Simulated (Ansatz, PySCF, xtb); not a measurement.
Dimer: NH3 (SMILES N) (first 4 atoms) with SiH4 (SMILES [SiH4]); geometry from B3LYP-D3(BJ)/def2-TZVP, rigid monomers moved along the line of their centres of mass till N1···Si5 is 3.28 Å.
(charge 0, multiplicity 1):
| atom | x (Å) | y (Å) | z (Å) |
|---|---|---|---|
| N | 0.0695 | 0.1640 | -0.0073 |
| H | -0.7442 | 0.6433 | 0.3597 |
| H | 0.0378 | -0.7928 | 0.3247 |
| H | 0.8905 | 0.6013 | 0.3945 |
| Si | -0.0038 | 0.0441 | 3.2723 |
| H | 1.2314 | 0.7318 | 2.8347 |
| H | -0.0371 | -0.0100 | 4.7517 |
| H | -0.0236 | -1.3330 | 2.7307 |
| H | -1.1860 | 0.7871 | 2.7820 |

Counterpoise-corrected where a basis set is named; no monomer relaxation.

Run with Ansatz (an electronic-structure program); PySCF for the dispersion terms; xtb for the GFN methods. Values without a source in brackets are computed.

**Question.** What interaction energy does GFN1-xTB give?

**Answer.** -185 meV

**Question.** Predict the interaction energy from PBE0/def2-TZVPPD.

**Answer.** 26 meV

**Question.** Give the interaction energy at the level B3LYP-D4/def2-TZVPPD.

**Answer.** 7 meV
